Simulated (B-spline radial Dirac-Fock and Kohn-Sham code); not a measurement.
**Kohn-Sham estimates against Dirac-Fock for the levels of Ru³⁺**

System: the Ru³⁺ ion in the configuration 1s2 2s2 2p6 3s2 3p6 3d10 4s2 4p6 4d3 5s2 (not the ground configuration).

The density-functional columns are spherical, spin-unpolarised Dirac-Kohn-Sham results without Breit or QED terms: −ε is minus the orbital energy of the initial state and ΔSCF the difference of two total energies. The reference in the last column comes from ΔSCF Dirac-Fock with Breit, self-energy and vacuum polarisation, finite nucleus, configuration average. All numbers are from a radial atomic solver, in eV; a selection of levels is shown. The Kohn-Sham columns are given as differences from the reference. For the 1s level of heavy atoms much of the gap between ΔSCF and the reference is the Breit and QED part, -63.3 eV here; for other levels the error of the functional can be larger.

```tsv
level	LDA −ε − DF	LDA ΔSCF − DF	Dirac-Fock
1s	-234.6	+55.7	22177.6
2s	-96.1	-43.9	3292.2
2p1/2	-70.9	-6.8	3029.8
2p3/2	-72.6	-11.4	2900.8
3s	-48.2	-28.7	649.2
3p1/2	-37.9	-18.1	546.8
3p3/2	-37.6	-18.3	524.3
3d3/2	-21.0	-0.4	344.1
3d5/2	-21.2	-0.7	339.9
4s	-15.9	-6.6	136.8
4p1/2	-9.5	-0.7	102.1
4p3/2	-9.6	-0.9	98.47
4d	-6.1	+1.3	51.38
5s	-1.9	+2.7	34.63
```

Values without a named source are computed, but for edge energies of neutral atoms, which are taken from tables.
